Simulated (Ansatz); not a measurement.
Reactions of BrFH3NSi, SMILES `N[SiH](F)Br`.

Isolated molecules relaxed with PBE0-D4/def2-TZVP in Ansatz; ΔE leaves out vibrations. CCSD(T)/CBS is the MP2 limit (def2-TZVPP, def2-QZVPP) plus CCSD(T) − MP2 in def2-TZVPP, frozen cores. This one scheme is used for every species. Functionals use def2-TZVPP. For Br, Ge outer-core shells are correlated without core-valence functions, which leaves a few kJ/mol of doubt a bond. Scalar relativity is left out up to krypton. Each species was taken in one conformer, which may not be the lowest.

| reaction | CCSD(T)/CBS(def2) (kJ/mol) |
| --- | --- |
| `N[SiH](F)Br` + `N[SiH](N)O` → `N[Si@H](O)N[Si@@H](N)F` + HBr | 13 |
| `N[SiH](F)Br` + NH₃ → `N[SiH](N)F` + HBr | 29 |
| `N[SiH](F)Br` + `[NH2][GeH2][OH]` → `[NH2][GeH2][O][SiH](N)F` + HBr | ? |
| `N[SiH](F)Br` + `N[SiH](F)S` → `N[Si@@H](F)S[Si@@H](N)F` + HBr | 29 |
| `N[SiH](F)Br` + SiH₄ → `N[SiH]([SiH3])Br` + H–F | 148 |

(1) Fill in the missing values. (Estimate.)

Largest T1 diagnostic: 0.012, for `[NH2][GeH2][O][SiH](N)F`.

## Answers

(1) The calculation gave: `N[SiH](F)Br` + `[NH2][GeH2][OH]` → `[NH2][GeH2][O][SiH](N)F` + HBr: -44.6 kJ/mol.
